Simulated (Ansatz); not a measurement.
`O[SiH](O)O[SiH](F)F` + `[NH2][GeH3]` → `O[SiH](O)[NH][GeH3]` + `O[SiH](F)F`  (ligand exchange at the Si–O bond)

Program: Ansatz. Geometries: PBE0-D4/def2-TZVP. ΔE: electronic, gas phase. CCSD(T)/CBS is the MP2 limit (def2-TZVPP, def2-QZVPP) plus CCSD(T) − MP2 in def2-TZVPP, frozen cores. This one scheme is used for every species. Functionals use def2-TZVPP. For Ge outer-core shells are correlated without core-valence functions, which leaves a few kJ/mol of doubt a bond. Scalar relativity is left out up to krypton. Each species was taken in one conformer, which may not be the lowest.

```tsv
level	ΔE (kcal/mol)
PBE-D4	11.6
ωB97X-V	12.6
```

(1) What does CCSD(T)/CBS give? (An estimate is asked.)

Largest T1 diagnostic among the species: 0.012.

Results:

(1) Ansatz gave: +12.5 kcal/mol. The listed levels differ from it by -0.9, 0.1 kcal/mol.

In def2-TZVPP, CCSD(T) changes the Hartree–Fock value by −3.0 kcal/mol (the triples alone add −0.4 kcal/mol) and MP2 by −3.5 kcal/mol.
